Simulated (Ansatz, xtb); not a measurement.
**Ranking isomers of CH7Ge2NSi**

4 gas-phase structures of CH7Ge2NSi, from a drawn sample of its isomers (lower ones may exist). Each was relaxed with GFN2-xTB; where two conformers were screened, the lower at r2SCAN-D4/def2-SVP is listed:

A. `N#[C][GeH2][SiH2][GeH3]`, a singlet
B. `N#C[SiH2][GeH2][GeH3]`, a singlet
C. `N#C[SiH]([GeH3])[GeH3]`, a singlet
D. `N#[C][Ge@@H]([SiH3])[GeH3]`, a singlet

Question: Which do you expect lowest at r2SCAN-D4/def2-SVP, and how would the others follow?

Answer: Calculated order at r2SCAN-D4/def2-SVP: B (0.000), D (0.137), C (0.155), A (0.281) eV. Less than 1 kcal/mol parts D and C, so the order within that pair means little.

Energies above the lowest of each column, in eV; the last columns are at PBE-D3(BJ)/def2-SVP geometries:

```
structure  GFN2-xTB  HF/STO-3G  r2SCAN-D4/def2-SVP  PBE-D3(BJ)/def2-SVP  CCSD(T)/def2-SVP + ΔMP2/def2-TZVPP
        B     0.188      0.000               0.000                0.000                               0.000
        D     0.000      0.042               0.137                0.147                               0.092
        C     0.500      0.082               0.155                0.104                               0.159
        A     0.300      0.156               0.281                0.249                               0.258
```

CCSD(T)/def2-SVP + ΔMP2/def2-TZVPP puts B lowest; GFN2-xTB picks D. Flexible structures stand in one conformer each, not always the lowest. ΔMP2 is the change of the MP2 energy from the smaller to the larger basis.

Over these structures GFN2-xTB departs from r2SCAN-D4/def2-SVP by 0.163 eV on average once a common shift is removed. A GFN2-xTB relaxation took about 0.11 s and the r2SCAN-D4/def2-SVP energy about 3.8 s on a shared host (Ansatz 0.2.0, xtb 6.7.1).
